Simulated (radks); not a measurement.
Ni IV, 25 electrons, occupied as [Ne] 3s1.5 3p6 3d7.5 (fractional occupations, a model configuration). All-electron calculation, non-relativistic Kohn-Sham, BLYP, spin-polarised, spherical densities, point nucleus; open shells are filled with parallel spins first. Program: a radial shooting solver on a logarithmic mesh with Libxc functionals.

Local quantities along the radius. ELF = 1/(1 + alpha^2) is the electron localisation function; alpha = (tau - tau_W)/tau_unif compares the Pauli kinetic energy density with that of the uniform gas (summed over spins); r v_xc is r times the local exchange-correlation potential of spin up (hartree bohr); -r V(r) is the screened charge that the Kohn-Sham potential of spin up presents (atomic units); 4 pi r^2 rho is in e/bohr.

r (bohr)	ELF	alpha	r v_xc	-r V(r)	4 pi r^2 rho
0.003672	1.000	0.01737	-0.1226	27.66	2.056
0.00414	1.000	0.01799	-0.1325	27.61	2.545
0.004668	1.000	0.01872	-0.1433	27.55	3.142
0.005263	1.000	0.01959	-0.1553	27.49	3.863
0.005934	1.000	0.02061	-0.1685	27.42	4.730
0.00669	1.000	0.02182	-0.1830	27.34	5.764
0.007543	0.999	0.02328	-0.1988	27.25	6.986
0.008505	0.999	0.02505	-0.2159	27.15	8.416
0.009589	0.999	0.02720	-0.2345	27.04	10.07
0.01081	0.999	0.02985	-0.2544	26.91	11.96
0.01219	0.999	0.03316	-0.2756	26.77	14.08
0.01374	0.999	0.03734	-0.2981	26.61	16.41
0.0155	0.998	0.04269	-0.3217	26.43	18.93
0.01747	0.998	0.04964	-0.3461	26.23	21.56
0.0197	0.997	0.05884	-0.3710	26.01	24.24
0.02221	0.995	0.07123	-0.3961	25.77	26.83
0.02504	0.992	0.08828	-0.4208	25.50	29.21
0.02824	0.988	0.1122	-0.4445	25.20	31.21
0.03184	0.979	0.1466	-0.4667	24.87	32.70
0.0359	0.963	0.1969	-0.4865	24.52	33.52
0.04047	0.931	0.2718	-0.5034	24.13	33.61
0.04563	0.872	0.3839	-0.5171	23.70	32.96
0.05145	0.768	0.5495	-0.5274	23.24	31.71
0.05801	0.620	0.7832	-0.5348	22.74	30.07
0.06541	0.462	1.079	-0.5405	22.20	28.42
0.07375	0.344	1.380	-0.5465	21.63	27.17
0.08249	0.291	1.562	-0.5555	21.05	26.70
0.093	0.294	1.551	-0.5762	20.40	27.23
0.1049	0.358	1.341	-0.6168	19.72	28.89
0.1182	0.473	1.055	-0.6752	19.02	31.43
0.1333	0.607	0.8040	-0.7385	18.28	34.32
0.1503	0.716	0.6291	-0.7949	17.50	36.78
0.1695	0.783	0.5266	-0.8384	16.68	38.01
0.1911	0.809	0.4857	-0.8660	15.84	37.41
0.2154	0.796	0.5070	-0.8757	14.98	34.80
0.2429	0.726	0.6138	-0.8678	14.10	30.54
0.2739	0.574	0.8619	-0.8460	13.21	25.52
0.3088	0.369	1.308	-0.8184	12.31	20.87
0.3482	0.231	1.826	-0.7958	11.41	17.60
0.3925	0.206	1.961	-0.8027	10.52	16.25
0.4426	0.290	1.565	-0.8743	9.673	16.67
0.499	0.461	1.081	-0.9780	8.857	18.12
0.5626	0.626	0.7729	-1.063	8.044	19.53
0.6344	0.721	0.6221	-1.116	7.252	20.01
0.7153	0.757	0.5668	-1.139	6.514	19.07
0.8064	0.753	0.5735	-1.132	5.857	16.81
0.9093	0.714	0.6330	-1.097	5.296	13.71
1.025	0.638	0.7525	-1.038	4.834	10.36
1.156	0.524	0.9530	-0.9618	4.465	7.283
1.303	0.382	1.272	-0.8734	4.176	4.785
1.469	0.242	1.768	-0.7804	3.952	2.948
1.657	0.135	2.531	-0.6893	3.781	1.707
1.868	0.068	3.708	-0.6069	3.653	0.9283
2.106	0.031	5.568	-0.5406	3.562	0.4714
2.375	0.013	8.661	-0.4967	3.506	0.2209
2.677	0.005	14.22	-0.4705	3.474	0.09376
3.019	0.002	25.22	-0.4247	3.426	0.03516
3.404	0.000	49.51	-0.3155	3.316	0.01131

On this mesh the ELF has minima near r = 0.082, 0.39 bohr, which separate the shells, and maxima near 0.19 (0.81), 0.72 (0.76).
